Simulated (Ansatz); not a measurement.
Reactions of AlClH3NS, SMILES `[NH2][Al]([SH])[Cl]`.

Program: Ansatz. Geometries: PBE0-D4/def2-TZVP. ΔE: electronic, gas phase. CCSD(T)/CBS is the MP2 limit (def2-TZVPP, def2-QZVPP) plus CCSD(T) − MP2 in def2-TZVPP, frozen cores. This one scheme is used for every species, atoms too. Open shells (•) are unrestricted, without spin–orbit coupling. Spin–orbit coupling would lower the free atoms: a little for Al, Cl, S. For Br outer-core shells are correlated without core-valence functions, so the limit isn't a true one: a few kJ/mol of doubt a bond, and 10 to 20 or more in all where bonds break to atoms. Scalar relativity is left out up to krypton. Each species was taken in one conformer, which may not be the lowest.

Q: Order these by ΔE at CCSD(T)/CBS, lowest first. (Best estimate.)
A. `[NH2][Al]([SH])[Cl]` + HBr → `[NH2][Al]([Cl])[Br]` + H₂S
B. `[NH2][Al]([SH])[Cl]` + `O[SiH3]` → `[SiH3][O][Al]([SH])[Cl]` + NH₃
C. `[NH2][Al]([SH])[Cl]` + H₂ → `[NH2][AlH][Cl]` + H₂S
D. `[NH2][Al]([SH])[Cl]` + H₂O → `[NH2][Al]([OH])[SH]` + HCl
E. `[NH2][Al]([SH])[Cl]` → Al• + Cl• + 3 H• + N• + S•
F. `[NH2][Al]([SH])[Cl]` + `O[SiH3]` → `[NH2][Al]([SH])[O][SiH3]` + HCl
G. `[NH2][Al]([SH])[Cl]` + H–F → `[NH2][Al]([F])[SH]` + HCl
H. `[NH2][Al]([SH])[Cl]` → `[NH2][Al][Cl]`• + `[SH]`•

A: B (-69.0 kJ/mol), A (-51.9 kJ/mol), G (-18.7 kJ/mol), F (+3.2 kJ/mol), D (+33.9 kJ/mol), C (+89.8 kJ/mol), H (+410.9 kJ/mol), E (+2312.1 kJ/mol).

Largest T1 diagnostic: 0.018, for Al•.
